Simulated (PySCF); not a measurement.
Frontier levels across methods

C4H6BN.
SMILES with atom numbers: `[BH2:1][n:2]1[cH:3][cH:4][cH:5][cH:6]1` (hydrogens: H7, H8 on B1; H9 on C3; H10 on C4; H11 on C5; H12 on C6)

Geometry (PBE0-D3(BJ)/def2-SVP, Å), atoms numbered from 1 in this order:
```
atom  x, y, z in Å
B1     2.1863   -0.3456    0.2135
N2     0.7738   -0.2357    0.1394
C3     0.0478    0.9327   -0.0789
C4    -1.2824    0.6335   -0.0877
C5    -1.4021   -0.7825    0.1341
C6    -0.1397   -1.2796    0.2671
H7     2.6688   -1.4327    0.4061
H8     2.8470    0.6532    0.0796
H9     0.5676    1.8791   -0.2088
H10   -2.0974    1.3393   -0.2371
H11   -2.3254   -1.3568    0.1847
H12    0.2139   -2.2927    0.4437
```

Basis pcSseg-2 throughout (PySCF), one geometry. Isolated species at its PBE0-D3(BJ)/def2-SVP geometry, gas phase.

How do the orbital energies, the gap and the dipole change with the method?

```tsv
method	kind	HOMO (eV)	LUMO (eV)	gap (eV)	μ (D)	SCF cycles
BLYP	GGA	-5.43	-2.13	3.31	0.47	16
B97-D	GGA	-5.50	-2.10	3.40	0.41	14
KT3	GGA	-5.55	-2.17	3.37	0.40	15
OPBE	GGA	-5.55	-2.16	3.40	0.41	15
KT2	GGA	-5.57	-2.24	3.33	0.44	15
PBE	GGA	-5.61	-2.29	3.32	0.47	15
BP86	GGA	-5.69	-2.35	3.34	0.47	14
LDA	LDA	-5.82	-2.55	3.27	0.51	14
B97-2	global hybrid	-6.32	-1.33	4.99	0.28	14
B3LYP	global hybrid	-6.37	-1.54	4.83	0.33	14
PBE0	global hybrid	-6.58	-1.34	5.24	0.30	14
mPW1PW91	global hybrid	-6.59	-1.34	5.25	0.30	14
BHandHLYP	global hybrid	-7.38	-0.31	7.07	0.17	12
CAM-B3LYP	range-separated hybrid	-7.84	-0.28	7.56	0.22	12
wB97X-D	range-separated hybrid	-8.37	0.46	8.83	0.19	13
HF	Hartree–Fock	-8.51	2.02	10.53	0.03	11
LC-wPBE	range-separated hybrid	-9.18	0.82	10.00	0.13	14
```

The HOMO spans 3.75 eV, from BLYP down to LC-wPBE, and the gap runs from 3.27 eV (LDA) to 10.53 eV (HF). Over the methods BLYP (0 %), B97-D (0 %), KT3 (0 %), OPBE (0 %), KT2 (0 %), PBE (0 %), BP86 (0 %), LDA (0 %), B97-2 (21 %), B3LYP (20 %), PBE0 (25 %), mPW1PW91 (25 %), BHandHLYP (50 %), HF (100 %), a straight line through the gap against the share of exact exchange rises by 0.72 eV for each 10 % (correlation coefficient 1.000). The dipole ranges from 0.03 D (HF) to 0.51 D (LDA). This basis has no diffuse functions.
